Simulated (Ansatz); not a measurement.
One change: `C[O][SnH2][NH2]` becomes `C[O][SnH2][F]`.

Ansatz, PBE0-D4/def2-TZVP geometries, multiplicity 1. Each molecule was computed in one conformer, which needn't be the lowest.

Elements past krypton have def2 core potentials.

```json
{"property": "LUMO energy (PBE0/def2-TZVPP) / eV", "`C[O][SnH2][NH2]`": "-0.05"}
{"property": "HOMO–LUMO gap (B3LYP/def2-TZVPP) / eV", "`C[O][SnH2][NH2]`": "6.70"}
{"property": "LUMO energy (PBE/def2-TZVPP) / eV", "`C[O][SnH2][NH2]`": "-0.89"}
{"property": "HOMO energy (PBE/def2-TZVPP) / eV", "`C[O][SnH2][NH2]`": "-5.78"}
{"property": "HOMO–LUMO gap (PBE/def2-TZVPP) / eV", "`C[O][SnH2][NH2]`": "4.89"}
{"property": "HOMO–LUMO gap (PBE0/def2-TZVPP) / eV", "`C[O][SnH2][NH2]`": "7.25"}
```

(1) Give the same properties after the change, and the shifts. (An estimate is asked.)

Results:

(1) Ansatz gave: 
| property | `C[O][SnH2][F]` | shift |
| --- | --- | --- |
| LUMO energy (PBE0/def2-TZVPP) / eV | -0.55 | -0.50 |
| HOMO–LUMO gap (B3LYP/def2-TZVPP) / eV | 6.90 | 0.20 |
| LUMO energy (PBE/def2-TZVPP) / eV | -1.52 | -0.63 |
| HOMO energy (PBE/def2-TZVPP) / eV | -6.46 | -0.68 |
| HOMO–LUMO gap (PBE/def2-TZVPP) / eV | 4.94 | 0.05 |
| HOMO–LUMO gap (PBE0/def2-TZVPP) / eV | 7.49 | 0.24 |

With PBE0 the HOMO falls by 0.75 eV and the LUMO falls by 0.50 eV, so the gap widens by about 0.25 eV. PBE moves the HOMO by -0.68 eV and ωB97M-V by -0.77 eV. The zero-point energy changes by -60.8 kJ/mol with -6 modes.

B3LYP here is the variant with VWN-RPA as its local correlation; programs differ in this.
